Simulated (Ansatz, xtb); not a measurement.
## Isomers of C3H2F4O2 in order of energy

5 gas-phase structures of C3H2F4O2, from a drawn sample of its isomers (lower ones may exist). Each was relaxed with GFN2-xTB; where two conformers were screened, the lower at r2SCAN-D4/def2-SVP//GFN2-xTB is listed:

A. `O=CO[C@H](F)C(F)(F)F`, a singlet
B. `F[C@@H]1O[C@@H](F)C(F)(F)O1`, a singlet
C. `FC1(F)OCOC1(F)F`, a singlet
D. `FC(F)(F)O[C@]1(F)CO1`, a singlet
E. `F[C@@H]1O[C@H]1OC(F)(F)F`, a singlet

Task: Estimate their order in r2SCAN-D4/def2-SVP//GFN2-xTB energy at these geometries, lowest first.

Result: Calculated order at r2SCAN-D4/def2-SVP//GFN2-xTB: A (0.0), B (2.8), C (5.2), D (23.6), E (24.6) kcal/mol. Less than 1 kcal/mol parts D and E, so the order within that pair means little.

Energies above the lowest of each column, in kcal/mol; the last columns are at r2SCAN-D4/def2-SVP geometries and were run for some of them only (a dash: not run or not comparable):

| structure | GFN2-xTB | HF/STO-3G | r2SCAN-D4/def2-SVP//GFN2-xTB | r2SCAN-D4/def2-SVP | CCSD(T)/def2-SVP + ΔMP2/def2-TZVPP |
| --- | --- | --- | --- | --- | --- |
| A | 18.2 | 31.2 | 0.0 | 0.0 | 0.0 |
| B | 0.0 | 0.0 | 2.8 | 2.3 | 2.3 |
| C | 5.4 | 1.6 | 5.2 | 5.0 | 6.8 |
| D | 16.9 | 35.3 | 23.6 | – | – |
| E | 18.4 | 36.9 | 24.6 | – | – |

CCSD(T)/def2-SVP + ΔMP2/def2-TZVPP puts A lowest of those it was run on; GFN2-xTB picks B, HF/STO-3G picks B. Some further structures that were screened fall inside this span and aren't listed. Flexible structures stand in one conformer each, not always the lowest. Frequencies (GFN2-xTB) were run for A, B, C alone. The ΔMP2 step shifts differences by up to 3.5 kcal/mol, which makes them less sure. ΔMP2 is the change of the MP2 energy from the smaller to the larger basis.

Over these structures GFN2-xTB departs from r2SCAN-D4/def2-SVP//GFN2-xTB by 7.1 kcal/mol on average once a common shift is removed. A GFN2-xTB relaxation took about 0.091 s and the r2SCAN-D4/def2-SVP//GFN2-xTB energy about 0.91 s on a shared host (Ansatz 0.2.0, xtb 6.7.1).
